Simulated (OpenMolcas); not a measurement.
**Mn4+: effect of the IPEA shift**

- Program: OpenMolcas
- Basis: ANO-RCC-VTZP [6s5p3d2f1g]
- Scalar Hamiltonian: DKH2, point nucleus
- Active space: 3 electrons in 5 orbitals (3d)
- State averaging: 2S+1 = 4 even, 10 roots; 2S+1 = 2 even, 40 roots kept (CI in the orbitals of an earlier block)
- Spin-orbit coupling: state interaction with AMFI integrals over the reference wave functions, term energies averaged over their components

Methods on the same reference wave functions:
A. CASSCF
B. MS-CASPT2, IPEA 0 Eh, imaginary shift 0.1 Eh (closed shells correlated: 3s 3p)
C. MS-CASPT2, IPEA 0.25 Eh, imaginary shift 0.1 Eh (closed shells correlated: 3s 3p)

Energies in eV above 3d3 4F 3/2, the measured ground level; measured values from Corliss and Sugar, J. Phys. Chem. Ref. Data 6, 1253 (1977).

```csv
Level,A,B,C,Measured
3d3 4F 3/2,0.0000,0.0000,0.0000,0.0000
3d3 4F 5/2,0.0460,0.0465,0.0464,0.0445
3d3 4F 7/2,0.1087,0.1093,0.1093,0.1035
3d3 4F 9/2,0.1865,0.1867,0.1868,0.1751
3d3 4P 1/2,2.5379,2.102,2.128,2.0376
3d3 4P 3/2,2.5567,2.120,2.146,2.0575
3d3 2G 7/2,2.5953,2.224,2.274,2.2184
3d3 4P 5/2,2.6117,2.176,2.202,2.1138
3d3 2G 9/2,2.6602,2.291,2.340,2.2812
3d3 2P 1/2,3.4306,2.906,2.944,2.8618
3d3 2H 9/2,3.4388,3.161,3.191,3.0965
3d3 2P 3/2 [63 %],3.4477,2.888,2.931,2.8416
3d3 2H 11/2,3.4876,3.211,3.241,3.1410
3d3 2D 3/2(1) [65 %],3.7567,3.111,3.158,3.0588
3d3 2D 5/2(1),3.7928,3.110,3.163,3.0537
3d3 2F 7/2,5.9262,5.109,5.157,5.0119
3d3 2F 5/2,5.9546,5.137,5.185,5.0470
3d3 2D 5/2(2),9.2724,8.044,8.074,7.7624
3d3 2D 3/2(2),9.3061,8.076,8.108,7.7928
```

Deviations, from unrounded energies. A percentage is the sum of absolute deviations over the sum of measured energies, with the sign that they share, or ± where signs differ.

```
                        Against measurement  Levels      A     B     C
             mean absolute deviation (cm-1)      18   4700   590   840
      fine structure of the ground term (%)       3   +5.6  +6.0  +6.0
other terms of the ground configuration (%)      15  +19.1  +2.4  +3.4
```

B lies closest to measurement on these levels and A furthest from it. The largest miss of B in the table is 3d3 2D 3/2(2), by +2300 cm-1. The ranking rests on the paired levels alone, and a cruder setting can come out closer through cancelling errors.

Between B and C the level of the table that moves most is 3d3 2D 5/2(1), by 430 cm-1 (lowest in B, highest in C). Moves below CASPT2's spread within the term are not significant.

The mean deviations of B to C differ by less than CASPT2's widest spread within a term (1000 cm-1), so their order carries little weight.

From A to B the spin-free energies of the other terms of 3d3 shown, above 4F, scale by factors of 0.81 to 0.92, as is usual when dynamic correlation screens the repulsion within a d or f shell.

The lowest spin-free term lies below A's lowest term by 0.332 hartree in B, 0.326 hartree in C.

CASPT2 breaks the degeneracy within a term, and the mean is taken; among the terms shown or strongly mixed into the levels shown the widest spread is 1000 cm-1 (3d3 4F, B). Terms from blocks run as CI alone lack orbitals of their own. Without dynamic correlation excited terms often stand tens of per cent too high (terms of higher spin than the ground term too low), and those without a measured partner can miss by more than the paired ones (holds for A). Some levels mix across a computed gap that differs much from the measured one, so their mixing is not that of the real levels (holds for A). Measured partners are found by configuration, term and J. A level has none where our copy of the source lacks it or the pairing is in doubt (some pairs that miss far off the trend of their configuration count as doubtful), and it then counts in no deviation. Levels of configurations outside the active space are missing.

A share in square brackets marks a mixed level and gives the weight of the term that names it, the lowest over the columns. A number in round brackets counts repeated terms of one configuration in the order of the reference energies.
